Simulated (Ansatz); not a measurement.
Reaction (redistribution): `[CH3][SnH2][F]` + `[SiH3]N([SiH3])[Si]S` → `[CH3][SnH]([F])[SH]` + `[SiH]N([SiH3])[SiH3]`

Computed with Ansatz on PBE0-D4/def2-TZVP structures; ΔE is electronic, products minus reactants. CCSD(T)/CBS is the MP2 limit (def2-TZVPP, def2-QZVPP) plus CCSD(T) − MP2 in def2-TZVPP, frozen cores. This one scheme is used for every species. Functionals use def2-TZVPP. def2 core potentials past Kr. For Sn outer-core shells are correlated without core-valence functions, which leaves a few kJ/mol of doubt a bond. One conformer a species, not always the lowest.

(1) Is it downhill or uphill in electronic energy at CCSD(T)/CBS, and by how much? (Estimate.)

(2) What do these levels give: r2SCAN0-D4, r2SCAN, r2SCAN0, BHLYP, LC-ωPBE, RPA@PBE/def2-TZVPP? (An estimate is asked.)

Largest T1 diagnostic among the species: 0.014.

Results:

(1) Ansatz gave: Uphill: ΔE = +22.9 kJ/mol.

(2) Ansatz gave: r2SCAN0-D4 30.9, r2SCAN 31.6, r2SCAN0 29.9, BHLYP 21.0, LC-ωPBE 27.3, RPA@PBE/def2-TZVPP 21.8 kJ/mol.

Leaving LDA and LC-ωPBE aside and taking each functional with its dispersion term where it has one, the values, not all of them listed here, spread over 11.4 kJ/mol, from B2PLYP to revPBE-D4. LDA lies +11.0 kJ/mol from PBE without D4. In def2-TZVPP, CCSD(T) changes the Hartree–Fock value by +14.3 kJ/mol (the triples alone add +3.1 kJ/mol) and MP2 by +15.5 kJ/mol. The D4 term adds +5.3 kJ/mol with B3LYP and +2.8 kJ/mol with PBE0; it sums over pairs of atoms, weighted by their polarisabilities, and B3LYP, whose exchange is more repulsive, gets the larger term.

B3LYP here is the variant with VWN-RPA as its local correlation; programs differ in this.
